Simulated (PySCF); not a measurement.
# [Nd(CO)]2+ at several levels of theory

Computed with PySCF 2.14.0 (density fitting, no spin-orbit coupling) at the geometry relaxed with PBE0:

```xyz
3
[Nd(CO)]2+ (singlet in the valence; each metal's 4f electrons, 4 of them, lie in its core potential, out of spins and levels)
Nd    0.0000    0.0000   -0.7464
C     0.0000    0.0000    2.1690
O     0.0000    0.0000    3.2847
```

```tsv
level	basis	state	HOMO (eV)	gap (eV)	charge on Nd1 (e)	population of f-type functions on Nd1 (polarisation alone where 4f lies in the core)	dipole about the centre of mass (D)	largest force component (eV/Å)
PBE0	Nd lcecp-0-SVP with ECP50, C def2-SVP, O def2-SVP	singlet	–	–	1.84	0.00	3.00	0.00
BP86	the same	singlet	–	–	1.81	0.00	2.71	1.95
PBE0	Nd lcecp-0-TZVP with ECP50, C def2-TZVP, O def2-TZVP	singlet	–	–	1.89	0.00	2.97	0.66
```

In the lcecp rows the 4f levels are missing from HOMO and gap, and the state counts the valence alone.

Charges are Mulliken's, which hang on the basis. The relaxation used the grid (50, 194), these runs (75, 302) or, all-electron (x2c bases, spin-free X2C Hamiltonian), (99, 590).

**Question.** What does r2SCAN with Nd lcecp-0-SVP with ECP50, C def2-SVP, O def2-SVP give here?

**Answer.** state singlet, charge on Nd1 (e) 1.84, population of f-type functions on Nd1 (polarisation alone where 4f lies in the core) 0.00, dipole about the centre of mass (D) 2.99, largest force component (eV/Å) 0.66. Time: 1.8 s on 2 threads of Arm Neoverse V1, on a shared host, from an already converged density.

An lcecp potential fixes the number of 4f electrons, so in runs with it no electron can move into or out of that shell; real Nd(II) is rare or takes another configuration.
